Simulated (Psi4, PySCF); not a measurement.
Input for PySCF:
```python
from pyscf import gto, scf, dft

mol = gto.Mole()
mol.atom = '''
    In   -0.00000000   -0.00000000    0.00000000
    Cl    2.24449596   -0.20389963   -0.44000345
    Cl   -0.90325628   -1.01151285    1.85308124
    Cl   -1.34123968    1.21541248   -1.41307779
'''
mol.basis = 'sto-3g'
mol.verbose = 4
mol.build()

mf = dft.RKS(mol)
mf.xc = 'b3lyp5'
mf.grids.atom_grid = (99, 590)
mf.grids.prune = None
mf.kernel()
```

Problem. Give the equivalent Psi4 input.

Solution. This is not unique; one that fits is 
```
memory 2 GB

molecule {
0 1
  In   -0.00000000   -0.00000000    0.00000000
  Cl    2.24449596   -0.20389963   -0.44000345
  Cl   -0.90325628   -1.01151285    1.85308124
  Cl   -1.34123968    1.21541248   -1.41307779
}

set basis sto-3g
set scf_type pk
set puream true
set d_convergence 1e-8
set dft_radial_points 99
set dft_spherical_points 590

energy('b3lyp5')
print_variables()
```

Both were run: PySCF gave -7050.238447 Eh and Psi4 -7050.238417 Eh, 0.030 mEh apart.
